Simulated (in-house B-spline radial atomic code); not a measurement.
## Ionising V III (V2+) with different functionals

Computed with an all-electron radial atomic-structure program (B-spline basis): non-relativistic Hamiltonian, point nucleus, spin-polarised at highest spin, spherical fractional occupations for the functionals, the average over the highest-spin determinants for Hartree-Fock. The ionisation energy is the difference of two self-consistent energies, [Ar] 3d3 → [Ar] 3d2, without Breit or QED terms; ε is the level of the shell that loses the electron (its least bound occupied spin orbital).

Hybrids are left out here: with spherical fractional occupations of an open shell their exact exchange keeps a self-interaction that integer-occupation calculations don't have.

| method | rung | ΔSCF (eV) | -ε(3d) (eV) |
| --- | --- | --- | --- |
| Hartree-Fock | Hartree-Fock | 28.44 | 30.02 |
| LDA VWN5 | LDA | ? | ? |
| LDA PW92 | LDA | ? | ? |
| LDA exchange-only | LDA | 28.93 | 21.48 |
| PBE | GGA | 30.06 | 22.48 |
| PBEsol | GGA | 30.03 | 22.45 |
| BLYP | GGA | 29.96 | 22.36 |
| RPBE | GGA | 29.98 | 22.40 |
| PW91 | GGA | 30.15 | 22.56 |
| BP86 | GGA | 30.08 | 22.51 |
| AM05 | GGA | 30.01 | 22.43 |
| OLYP | GGA | 30.14 | 22.47 |
| TPSS | meta-GGA | 29.88 | 22.31 |
| SCAN | meta-GGA | 29.95 | 22.44 |
| r2SCAN | meta-GGA | 30.00 | 22.47 |
| M06-L | meta-GGA | 29.51 | 21.89 |
| revTPSS | meta-GGA | 29.78 | 22.22 |

(1) What does LDA VWN5 give?

(2) What does LDA PW92 give?

(3) How do they compare with the NIST value?

Results:

(1) ΔSCF 30.27 eV, and -ε(3d) = 22.68 eV.

(2) ΔSCF 30.26 eV, and -ε(3d) = 22.67 eV.

(3) NIST lists 29.311 eV ± 0.0025 (measured, ground level to ground level). Errors run from -0.87 to +0.95 eV; M06-L is closest (+0.19 eV), but part of that can be cancellation, since the calculations leave out relativity, Breit-QED terms, multiplet and fine-structure energies. Hartree-Fock also lacks correlation.
